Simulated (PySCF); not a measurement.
# Substituent effects on chemical shifts

Parent skeleton `[O:1]=[CH:2][CH2:3][SiH2:4][OH:5]`; one hydrogen on atom 2 is replaced by X. Hydrogens on one atom are averaged.

PySCF 2.14 calculation with GFN2-xTB structure and NMR shieldings at PBE0/pcSseg-1/GIAO; one averaged value for each set of equivalent atoms, relativity neglected, gas phase, one conformer.

Referencing at the same level of theory: ¹⁷O (σ = 336.08 ppm) vs H2O; ¹³C (σ = 186.93 ppm) and ²⁹Si (σ = 349.16 ppm) and ¹H (σ = 31.72 ppm) vs TMS.

Parent (X = H): O1 674.1, C2 209.8, C3 39.1, Si4 -35.3, O5 11.3, H(C3) 2.44, H(Si4) 5.03 ppm. Effects are Δδ = δ(X) − δ(H), positive for deshielding.

(1) Order these by the shift of Si4, most shielded first.
A. X = COCH3
B. X = tBu
C. X = CHF2
D. X = OCOCH3

(2) Order these by the shift of C3, most shielded first.
A. X = COCH3
B. X = nPr
C. X = OCOCH3
D. X = NHCH3
E. X = ethynyl
F. X = 2-thienyl

## Answers

(1) D (+3.4 ppm), B (+5.0 ppm), C (+6.9 ppm), A (+12.5 ppm).

(2) D (-13.0 ppm), C (-9.4 ppm), F (-4.1 ppm), B (-1.7 ppm), A (-0.1 ppm), E (+3.5 ppm).

Unscaled 17O shifts of doubly bonded oxygen tend to come out too high, by tens of ppm or more. Experimental scales use liquid or dissolved standards, which lie at an offset from isolated H2O (liquid H2O: subtract about 36 ppm).
